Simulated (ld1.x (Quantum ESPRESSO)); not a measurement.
**Ranking RRKJ potentials for aluminium**

All share these settings but for the change named:

Al (Z = 13), norm-conserving RRKJ (Kleinman–Bylander form), made with ld1.x (Quantum ESPRESSO) 7.5 (PBE, fully relativistic). Core [Ne], reference 3s1 3p0 (charge +2). Waves: 3p (bound, empty): rc 1.85 bohr; 3d channel at 0.4 Ry: rc 2.00 bohr; 3s (bound): rc 2.10 bohr. Local part: the s channel. Core correction: Bessel-smoothed model core inside 1.85 bohr. rho0 = 0.01.

Open shells are filled in proportion to 2j + 1 (rel_dist='average').

Test errors are all-electron minus pseudo excitation energies from the reference, over 3s2 3p1; 3s2 3p0; 3s2 3p0.5; 3s2 3p1.3; 3s1 3p1; 3s1 3p2; 3s0 3p3. None of these files shows a bound ghost.

The base gives 79.4 meV.

Of 12 variants that were run, those that failed, showed a ghost or another fault, or gave nearly equal values are left out.

A variant can come out equal or close to the base, since the largest error may sit in a test that the change hardly touches while other tests move.

Task: Rank these variants by their largest absolute test error, smallest first.
A. wave 3s (bound): rc 2.10 bohr becomes 3s (bound): rc 2.36 bohr
B. core correction Bessel-smoothed model core inside 0.72 bohr
C. functional revPBE

Result: B (28.7 meV), C (71.3 meV), A (86.3 meV).
